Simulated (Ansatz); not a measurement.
Born–Oppenheimer molecular dynamics of F4H2Zr (7 atoms, charge 0, multiplicity 1). It starts at the highest image of a converged band. Of that band: Neighbouring images differ by up to 1.5 eV, so the band resolves the path poorly. A vibrational analysis at the climbing image gives one clearly imaginary mode, 1309i cm⁻¹: a first-order saddle point.

Level of theory: Ansatz, RHF/def2-SVP.

| Quantity | Value |
| --- | --- |
| ensemble | NVE (velocity Verlet) |
| time step | 0.5 fs |
| steps asked | 200 |
| starting velocities drawn for | 300 K |
| seed | 11228 |

First frame:

```xyz
7
Properties=species:S:1:pos:R:3
Zr -0.291 -0.001 -0.091
F -0.420 0.783 1.942
F 1.529 -0.494 0.081
F -0.604 1.697 -0.870
F -0.950 -1.196 -1.409
H -1.622 -0.770 1.229
H -1.163 -0.019 1.856
```

Question: How far do the bonds stretch over the last three quarters of this one trajectory? (Pairs bonded in most of those frames.)

Answer: 
```csv
bond,mean (Å),spread (Å),shortest,longest
Zr1–F3,1.903,0.018,1.87,1.93
Zr1–F4,1.909,0.015,1.88,1.93
Zr1–F5,1.900,0.013,1.88,1.92
Zr1–H6,1.866,0.033,1.81,1.92
F2–H7,0.911,0.027,0.87,0.95
```

Mean temperature of the second half: 608 K. The conserved energy stayed within 0.19 meV per atom of its start (net change -0.17 meV per atom), so the integration is sound. The kinetic energy rose, since the run started high on the potential surface and went downhill. It ends in pieces (F3HZr + FH), so much of that is their flight and rotation, not heat. A run of 0.1 ps of so small a system gives no equilibrium averages. The orbitals stay closed-shell, which can raise the energy where a bond breaks towards radicals; this wasn't checked here.

Run time: 6.1 min on 1 thread of Arm Neoverse V2 (shared host), peak memory 0.18 GiB.
